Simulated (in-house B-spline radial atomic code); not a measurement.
The numbers below are computed, except where a source is named.
Weak and strong correlation along the adiabatic connection

Two-electron singlets in several external potentials (atomic units), by full CI in B-splines with partial waves to l = 8 (correlation energies up to 0.6 % small). The repulsion is scaled by λ at fixed density; W(λ) is the mean repulsion less the Hartree energy, W(0) = E_x, and the area under W from 0 to 1 is E_xc.

One system gave this curve:

```csv
λ,W (hartree)
0,-0.33516
0.02,-0.33718
0.05,-0.34011
0.12,-0.34647
0.25,-0.35677
0.4,-0.36665
0.6,-0.37728
0.8,-0.38574
1,-0.39261
1.4,-0.40308
2,-0.41378
3,-0.42488
4.5,-0.43458
7,-0.44358
10,-0.44975
```

Q: Which system is it?
A. −Z exp(−kr)/r, Z = 3.44, k = 0.679
B. −Z exp(−kr)/r, Z = 9.48, k = 2.94
C. −Z/r, Z = 2.15, wall at 5.06 bohr
D. ω²r²/2, ω = 0.228

A: D. The exchange energy sets the size: ω²r²/2, ω = 0.228: E_x = -0.335, E_c = -0.0344; −Z exp(−kr)/r, Z = 9.48, k = 2.94: E_x = -5.28, E_c = -0.0461; −Z exp(−kr)/r, Z = 3.44, k = 0.679: E_x = -1.85, E_c = -0.0441; −Z/r, Z = 2.15, wall at 5.06 bohr: E_x = -1.12, E_c = -0.0423 hartree.
